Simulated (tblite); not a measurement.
Compound: C6H9FNO (doublet state).
SMILES with atom numbers: `[CH3:1][O:2]/[CH:3]=[CH:4]\[C:5](=[N:6])[CH2:7][CH2:8][F:9]` (hydrogens: H10, H11, H12 on C1; H13 on C3; H14 on C4; H15, H16 on C7; H17, H18 on C8)

The geometry is computed with GFN2-xTB (gas phase). This method treats the open shell by occupation alone, without spin polarisation.

Question: List the bond lengths, angles and torsions at this level.

Answer: 
```
                  bond  length (pm)
                 C1–O2        141.1
                 O2–C3        134.6
                 C3=C4        133.6
                 C4–C5        146.9
                 C5=N6        123.5
                 C5–C7        152.2
                 C7–C8        152.0
                 C8–F9        137.5
C1–H10, C1–H11, C1–H12        109.2
                C3–H13        108.7
                C4–H14        107.8
        C7–H15, C7–H16        109.2
        C8–H17, C8–H18        109.4
```

Bonds in one row agree within 1 pm and their mean is given. A selection of angles:
```
   angle  degrees
C1–O2–C3    116.3
O2–C3–C4    125.7
C3–C4–C5    128.1
C4–C5–N6    122.0
C4–C5–C7    116.2
N6–C5–C7    121.8
C5–C7–C8    111.0
C7–C8–F9    109.5
```

Torsions: C1–O2–C3–C4 -179° (antiperiplanar); O2–C3–C4–C5 0° (synperiplanar); C3–C4–C5–N6 -177° (antiperiplanar); C4–C5–C7–C8 177° (antiperiplanar); C5–C7–C8–F9 178° (antiperiplanar). The mirror-image conformer, all signs reversed, is as good.

C3 (carbon bonded to C, O and H) is planar (angles 125.7°, 118.5° and 115.8°, sum 360.0°, 0.00 Å off the plane of its three neighbours). O2 (oxygen bonded to 2 C) is bent (angle 116.3°). The C–O distances run from 1.346 Å (O2–C3, drawn single) to 1.411 Å (C1–O2, drawn single), a spread of 0.065 Å. The 4 C–C bonds span 1.336 Å (C3=C4, drawn double) to 1.522 Å (C5–C7, drawn single), a spread of 0.186 Å. Of the pairs four or more bonds apart, O2···C7 is among the closest relative to their van der Waals radii: 2.77 Å, 86 % of the sum of Bondi's values. C4 (carbon bonded to 2 C and H) is planar (angles 128.1°, 117.8° and 114.1°, sum 360.0°, 0.00 Å off the plane of its three neighbours). C5 (carbon bonded to 2 C and N) is planar (angles 122.0°, 121.8° and 116.2°, sum 360.0°, 0.00 Å off the plane of its three neighbours).

Point group: near Cs, missed by 0.19 Å at most; the miss may be what the optimiser left on a soft mode. Its GFN2-xTB frequencies are all real (lowest 45 cm⁻¹).

Hardware: one thread of an Intel Xeon at 2.50 GHz, on a shared host. Cost: 2.1 s of wall time. That covers the optimisation of the geometry.
